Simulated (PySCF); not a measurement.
H₂OSeTe. Atoms are numbered in the order given.

```xyz
5

Te     0.8820    -0.1899     0.0932
O      0.4329    -1.9958     0.8654
H      0.2640    -2.5883     0.1165
Se    -1.4101     0.7964    -0.3782
H     -1.6490     1.3512     0.9737
```

Geometry optimised at B3LYP-D3(BJ)/def2-SVP. The def2 effective core potentials stand for the cores of Te; spin–orbit coupling is left out. The values are those of a single conformer.

These are PySCF with ωB97X/def2-TZVPD values and carry that method's errors.

| Item | Value |
|---|---|
| total energy | -2746.11338 hartree |
| highest occupied level | -8.82 eV |
| lowest empty level | -0.06 eV |
| orbital gap | 8.77 eV |
| dipole moment | 1.05 D |
| quadrupole, principal values (traceless, Buckingham form, about the centre of nuclear charge) | -8.62, 1.75, 6.86 D·Å |
| mean static polarisability | 78.1 bohr³ (11.57 Å³) |
| polarisability, principal values | 63.7, 68.4, 102.2 bohr³ |
